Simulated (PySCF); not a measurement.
# Correlation energy of Sb (antimony, neutral)

[Kr] 4d10 5s1 5p3 5d1, high-spin 6D determinant (an excited configuration). All numbers are calculated (PySCF 2.14, a scalar-relativistic core potential, in aug-cc-pVTZ-PP with one added diffuse shell each of d, f type with ECP28MDF (6s5p5d3f, 67 functions)). Frozen: 4s2 4p6 4d10; 5 electrons correlated.

```
  level  correlation energy (mhartree)
   CCSD                         -28.07
    (T)                          -0.47
CCSD(T)                         -28.54
```

Diagnostics: T1 = 0.014, D1 = 0.0426, largest double amplitude 0.022.

The outer electron is Rydberg-like, and this basis confines it to a smaller radius and binds it less than a complete one would.

Cost of the coupled-cluster step: roughly 1.7 core-seconds, for 5 correlated electrons.
